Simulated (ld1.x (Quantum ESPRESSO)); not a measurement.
The numbers below are computed, except where a source is named.
## Potentials for Nb compared

Generated with ld1.x 7.5 (TM, RRKJ, ultrasoft, PAW), atompaw 4.2 or ONCVPSP 4.0.1. The cutoff is in Ry: for ld1.x and atompaw files where the sum of valence levels is converged to 10 mRy in a Bessel basis, for ONCV files where the hardest occupied wave has 1 mHa per electron of residual kinetic energy. The error is the largest all-electron minus pseudo excitation energy over each file’s own four to seven test configurations (ionisations up to +4, promotions, holes and added fractions of an electron), all of which were solved. The labels leave out finer settings (local radius, basis sizes, second energies), which also bear on the numbers. Spin-polarised tests are not counted. The rows are a selection from randomly drawn settings: files with unsolved tests, undetermined cutoffs or missed reference levels are left out.

```tsv
potential	cutoff (Ry)	largest error (meV)	bound ghosts
PAW, PBE, scalar-relativistic, rc 2.05/2.05/2.40 (spd), local smoothed, core correction yes, reference 4s2 4p6 4d4 5s1 5p0	21	-15	none
TM semilocal, PBEsol, scalar-relativistic, rc 1.55/1.50/2.15 (spd), local d, core correction no, reference 4s2 4p6 4d4 5s0 5p0	60	+489	none
TM, LDA (PZ), scalar-relativistic, rc 1.80/2.05/2.15 (spd), local d, core correction no, reference 4s2 4p6 4d2 5s0 5p0	35	+365	none
TM, LDA (PZ), scalar-relativistic, rc 1.90/2.00/2.25/2.50 (spdf), local smoothed, core correction no, reference 4s2 4p6 4d5 5s0 5p0	35	-433	none
```

(1) Fill in the row for Nb: TM semilocal, LDA (PZ), scalar-relativistic, rc 2.75/2.80/2.70 (spd), local s, core correction no, reference 4d4 5s1 5p0.

(2) Fill in the row for Nb: RRKJ, PBE, scalar-relativistic, rc 3.30/3.00/1.60 (spd), local s, core correction yes, reference 4d4 5s1 5p0.

Answers

(1) cutoff 25 Ry, largest error +110 meV, bound ghosts: none.

(2) cutoff 35 Ry, largest error -666 meV, bound ghosts: none.
